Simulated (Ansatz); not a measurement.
Total energies of Cd₁₀Te₁₀H₃₀ from Ansatz at PBE0-D4/def2-TZVP, gas phase (1 Eh = 27.2114 eV = 2625.5 kJ/mol). The reference geometry is relaxed at PBE-D4/def2-SVP.

```xyz
50

Cd   -3.154    0.365    2.422
Cd   -2.721    4.076   -2.564
Cd    0.803    1.257    3.760
Cd    3.198    4.264   -1.099
Cd   -4.411    0.923   -2.822
Cd   -0.351   -2.941    2.258
Cd   -0.441   -3.481   -3.869
Cd    0.239    0.431   -1.150
Cd    4.754    1.317    0.160
Cd    2.611   -3.735   -2.060
Te   -3.251    2.725    0.444
Te   -4.394   -1.349    0.243
Te   -0.473   -0.166    1.631
Te    0.251    3.227   -1.731
Te    1.950    3.416    1.913
Te    3.339   -0.309    3.274
Te   -1.743   -0.765   -2.804
Te   -0.964   -3.928   -0.587
Te    2.539   -3.768    1.703
Te    2.813   -0.755   -1.107
H    -4.042    0.576    3.858
H    -3.128    2.513   -3.220
H    -2.720    5.730   -2.220
H     0.363    1.784    5.317
H     3.032    5.945   -1.113
H     3.881    2.656   -1.134
H    -4.452    1.006   -1.035
H    -5.182    0.587   -4.299
H    -1.096   -3.872    3.482
H    -1.730   -4.260   -4.629
H     1.167   -3.027   -3.360
H     3.718    1.606    1.607
H     6.326    0.983   -0.406
H     1.528   -4.162   -0.688
H     4.003   -4.085   -2.973
H    -4.847    3.187    0.705
H    -2.753    3.908    1.579
H    -5.974   -0.845    0.507
H    -4.655   -2.651    1.316
H     0.669    2.828   -3.311
H     0.933    4.694    2.434
H     3.109    3.929    3.017
H     4.521    0.583    4.072
H     3.169   -1.278    4.680
H    -1.111    0.036   -4.141
H    -2.658   -4.105   -0.356
H    -0.774   -5.544   -0.156
H     1.997   -5.360    1.743
H     2.886   -3.892    3.374
H     3.230   -0.272   -2.661
```

```
                 state   geometry  energy (Eh)
      charge 0 singlet  reference  -4376.04472
      charge 1 doublet  reference  -4375.76505
     charge -1 doublet  reference  -4376.09860
free Cd atom (singlet)          –   -167.77479
free Te atom (triplet)          –   -267.99464
 free H atom (doublet)          –     -0.50104
```

In the def2 sets Cd, Te take a core potential; there is no spin–orbit coupling. Single mean-field runs in def2-TZVP are fitted with def2-universal-jkfit.

Task: Work out the vertical ionisation energy to the doublet.

Result: E(charge 1 doublet) − E(charge 0 singlet) = -4375.76505 − (-4376.04472) = 0.27967 Eh = 7.61 eV. For comparison, −ε of the highest occupied level is 6.63 eV at this level, 0.98 eV less.

Task: Work out the vertical electron affinity, to the doublet.

Result: E(charge 0 singlet) − E(charge -1 doublet) = -4376.04472 − (-4376.09860) = 0.05388 Eh = 1.47 eV. The basis lacks diffuse functions, which makes affinities too small.

Task: Give the fundamental gap IE − EA, the Mulliken electronegativity (IE + EA)/2 and the hardness (IE − EA)/2.

Result: From the values in Eh: IE − EA = 0.27967 − 0.05388 = 0.22579 Eh = 6.14 eV; (IE + EA)/2 = 4.54 eV; (IE − EA)/2 = 3.07 eV. The HOMO–LUMO gap of the same run is 4.40 eV, 1.74 eV smaller than the fundamental gap.

Task: What is the binding energy per atom against free atoms?

Result: Atoms: 10 × (-167.77479) + 10 × (-267.99464) + 30 × (-0.50104) = -4372.72550 Eh. Binding: -4372.72550 − (-4376.04472) = 3.31922 Eh = 90.32 eV, or 1.81 eV for each of 50 atoms (no zero-point energy, no counterpoise term).
